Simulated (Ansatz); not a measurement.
Cost and result for the atomization energy of `C[O][Al]([CH3])[Cl]` (11 atoms, 10 bonds).

```xyz
11

C     0.0105    0.9392   -2.0483
O     0.3878    0.3282   -0.8475
Al   -0.4081   -0.1809    0.5391
C     0.5482   -1.0056    1.9980
Cl   -2.4905    0.1176    0.6169
H    -1.0667    1.1356   -2.0958
H     0.2798    0.2985   -2.8940
H     0.5381    1.8912   -2.1647
H     0.1787   -2.0186    2.1804
H     0.4036   -0.4436    2.9248
H     1.6186   -1.0615    1.7911
```

Charge 0, multiplicity 1. All single points use the PBE0-D4/def2-TZVP geometry. It is one conformer, not always the lowest. Program: Ansatz. All runs use 4 threads of an Arm Neoverse N1 on a shared host. Times are those of one run each, without the atoms' runs, and a repeat can differ threefold. Electronic energies, without spin–orbit coupling; frozen cores. CCSD(T)/CBS adds CCSD(T) − MP2 in def2-TZVPP to the MP2 limit, and its time is that of the two runs behind it. T1 = 0.011.

CCSD(T)/CBS is a level of theory with its own doubt, some kJ/mol a heavy atom from the limit and from the frozen cores, so smaller differences don't rank the functionals.

```csv
level,functions,wall time,atomization (kcal/mol),difference from CCSD(T)/CBS,per bond
LDA (SPW92)/def2-TZVPP,261,2 s,1114.0,125.6,12.6
BLYP-D4/def2-TZVPP,261,3.6 s,979.4,-9.0,-0.9
PBE-D4/def2-TZVPP (with forces),261,4.1 s,998.3,9.9,1.0
PBE0-D4/def2-TZVPP,261,5.5 s,984.8,-3.6,-0.4
CAM-B3LYP-D4/def2-TZVPP,261,6 s,989.2,0.8,0.1
CCSD(T)/def2-SVP,108,7.5 s,936.8,-51.6,-5.2
r2SCAN-D4/def2-TZVPP (with forces),261,8 s,991.1,2.7,0.3
B2PLYP/def2-TZVPP,261,8.5 s,976.2,-12.2,-1.2
PBE-QIDH/def2-TZVPP,261,9 s,981.4,-7.0,-0.7
ωB97M-V/def2-TZVPP (with forces),261,19 s,989.8,1.4,0.1
MP2/def2-QZVPP,491,33 s,995.9,7.5,0.7
CCSD(T)/def2-TZVPP,261,4.2 min,963.7,-24.7,-2.5
CCSD(T)/CBS(def2),–,4.7 min,988.4,0.0,0.0
```

From PBE to PBE0 (25 % exact exchange), in def2-TZVPP and without D4, the atomization energy moves by −12.8 kcal/mol: exact exchange takes away binding that semilocal exchange gives to molecules. At CCSD(T), def2-SVP lies −51.7 kcal/mol from the extrapolated value and def2-TZVPP −24.7 kcal/mol: correlation converges slowly with the basis, and small sets miss more of it in the bonded molecule than in its fragments. Leaving LDA and LC-ωPBE aside and taking each functional with its dispersion term where it has one, the values, not all of them listed here, spread over 38.1 kcal/mol, from BHLYP-D4 to PBE-D4. LDA lies +120.6 kcal/mol from PBE without D4, its usual overbinding.
